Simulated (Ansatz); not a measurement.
Correcting a cheap level on B-containing molecules

The atomisation energy (no zero-point term) in kJ/mol of 7 B-containing molecules: x at B3LYP-D4/def2-TZVPP, y at CCSD(T)/CBS estimate. Shapes, held fixed at every level: PBE0-D4/def2-TZVP. Flexible molecules stand in one conformer, not always the lowest. Programs: Ansatz 0.2.0.

| molecule | x (kJ/mol) | y (kJ/mol) |
| --- | --- | --- |
| B2H6S2 (SMILES [BH2-]1[SH+][BH2-][SH+]1) | 3223 | 3209 |
| B2H6O2 (SMILES [BH2-]1[OH+][BH2-][OH+]1) | 3678 | 3677 |
| C2H9BS (SMILES [BH3-][S+](C)C) | 4524 | ? |
| BH(CH3)2(NH3) | 5106 | 5079 |
| B3N3H6 (borazine) | 5188 | 5104 |
| C2H8B2F2 (SMILES C[BH-]1[F+][BH-](C)[F+]1) | 5453 | 5437 |
| C3H5BO4 (SMILES O[B-]1(O)OC=CC=[O+]1) | 5991 | 5984 |

Question: Fit y = c + s·x to the known rows and predict y for C2H9BS.

Answer: 
1. Means of the 6 rows: x = 4773.17, y = 4748.3.
2. Σ(Δx)² = 5830563, Σ(Δx·Δy) = 5790126, so the slope is 5790126/5830563 = 0.99306.
3. Intercept: 4748.3 − (0.99306) × 4773.17 = 8.3. The largest residual of the fit is 56.
4. C2H9BS: 8.3 + 0.99306 × 4524 = 4501 kJ/mol.

CCSD(T)/CBS estimate gives 4505 kJ/mol, so the prediction is off by -4 kJ/mol, within the largest residual. Uncorrected, B3LYP-D4/def2-TZVPP misses it by +19 kJ/mol, and the other rows by 25 on average. The line overshoots: the miss goes from +19 to -4. Left out in turn, the other rows are missed by 27 kJ/mol on average, worse than no correction. The CBS estimate extrapolates MP2 from def2-TZVPP and def2-QZVPP and adds CCSD(T) − MP2 in the triple-zeta set, cores frozen.
